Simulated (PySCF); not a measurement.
**Sc (scandium, neutral): LDA calculation**

Configuration: [Ar] 3d2 4s1, high-spin 4F determinant (an excited configuration). Computed with PySCF 2.14 in aug-cc-pVTZ with one added diffuse shell each of s, p, d, f, g type (9s8p6d4f3g, 118 functions), with the non-relativistic Hamiltonian (point nucleus).

- Total energy: -758.654 hartree
- One-electron energy: -1042.551 hartree
- Hartree (Coulomb) energy: 321.009 hartree
- Exchange-correlation energy: -37.111 hartree
- Kinetic energy: 758.85112 hartree
- ⟨S²⟩: 3.7501
- ⟨L²⟩: 12.006
- Sum of ⟨r⟩: 20.38 bohr
- Sum of ⟨r²⟩: 45.59 bohr²
- Density at the nucleus (Gaussians lack the cusp): 6130 bohr⁻³
- Spin density at the nucleus: 2.03 bohr⁻³
- Langevin diamagnetic susceptibility: -36.1 ×10⁻⁶ cm³/mol

```
shell  electrons  mean orbital energy (hartree)  rms radius, mean of both spins (bohr)
 1s α          1                     -160.06436                                 0.0853
 1s β          1                     -160.06342                                 0.0853
 2s α          1                      -17.07882                                  0.377
 2s β          1                      -17.06557                                  0.377
 2p α          3                      -14.11519                                  0.343
 2p β          3                      -14.10462                                  0.343
 3s α          1                       -1.88600                                   1.17
 3s β          1                       -1.84174                                   1.17
 3p α          3                       -1.13581                                   1.29
 3p β          3                       -1.09053                                   1.29
 4s α          1                       -0.14442                                   4.14
 3d α          2                       -0.07431                                   2.71
```
